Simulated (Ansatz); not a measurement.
Basis-set extrapolation for CH7AlO4Si (PBE0-D4/def2-TZVP geometry, frozen core, Ansatz). Multiplicity 1, RHF reference.

|  | def2-TZVPP | def2-QZVPP |
| --- | --- | --- |
| HF | -872.730016 | -872.764079 |
| MP2 correlation | -1.326825 | -1.432797 |
| CCSD(T) correlation | -1.406970 | not run |

Energies in hartree. Use E(X) = E(∞) + A·exp(−7.88·√X) for Hartree–Fock and E(X) = E(∞) + B·X^(−2.97) for correlation, with X = 3 and 4, and add CCSD(T) minus MP2 of the smaller set to the MP2 limit.

**Question.** What is the CCSD(T) energy at the basis-set limit?

**Answer.** HF limit: -872.764079 + (-0.034063) × 0.13774 = -872.76877. MP2 limit: -1.432797 + (-0.105972) × 0.74074 = -1.51129. Higher-order term: -1.406970 − (-1.326825) = -0.08015. Total: -874.36021 hartree, 140.1 kcal/mol below CCSD(T)/def2-TZVPP.
